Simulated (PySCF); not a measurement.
2,3,3,3-tetrafluoropropene (C₃H₂F₄), SMILES FC(C(F)(F)F)=C.

Coordinates come from a PBE-D3(BJ)/def2-SVP optimisation.

These are PBE-D3(BJ)/def2-SVP (PySCF) values and carry that method's errors.

No scaling factor is applied to the harmonic values.

| mode | ν (cm⁻¹) | IR (km/mol) | moving atoms (share of kinetic energy) |
|---|---|---|---|
| 1 | 60 | 0.6 | F 67 %, C 25 %, H 8 % |
| 2 | 224 | 0.1 | F 75 %, C 18 % |
| 3 | 227 | 1.2 | F 80 %, C 15 % |
| 4 | 356 | 0.5 | F 51 %, C 29 %, H 20 % |
| 5 | 406 | 1.4 | F 84 %, C 13 % |
| 6 | 483 | 0.7 | F 77 %, C 19 % |
| 7 | 558 | 6.5 | F 73 %, C 16 %, H 11 % |
| 8 | 599 | 18.5 | F 51 %, C 39 %, H 10 % |
| 9 | 661 | 0.5 | C 57 %, F 35 %, H 8 % |
| 10 | 727 | 0.3 | H 90 % |
| 11 | 776 | 1.4 | F 77 %, C 17 % |
| 12 | 858 | 45.1 | H 71 %, C 29 % |
| 13 | 924 | 17.8 | H 46 %, C 28 %, F 26 % |
| 14 | 1141 | 180.0 | C 66 %, F 23 %, H 10 % |
| 15 | 1158 | 293.8 | C 77 %, F 22 % |
| 16 | 1191 | 279.5 | C 78 %, F 21 % |
| 17 | 1332 | 20.3 | H 72 %, C 23 % |
| 18 | 1365 | 160.1 | C 78 %, H 15 % |
| 19 | 1714 | 54.3 | C 94 % |
| 20 | 3120 | 4.1 | H 94 % |
| 21 | 3232 | 1.7 | H 89 %, C 11 % |
